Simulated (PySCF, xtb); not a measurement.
FGe, SMILES [F][Ge] (connectivity only; charge and spin as stated), charge +1, multiplicity 1.

xtb with GFN2-xTB at its own geometry gives an orbital gap of 5.14 eV.

The structure is a stationary point at PBE-D3(BJ)/def2-TZVPD. The multiplicity is an assumed one; other spin states were not compared.

Question: What does B3LYP/def2-TZVPD run with PySCF give? (The exact figures need the calculation; the answer reports its results.)

Answer: gap 7.39 eV (levels -17.67 and -10.28 eV).
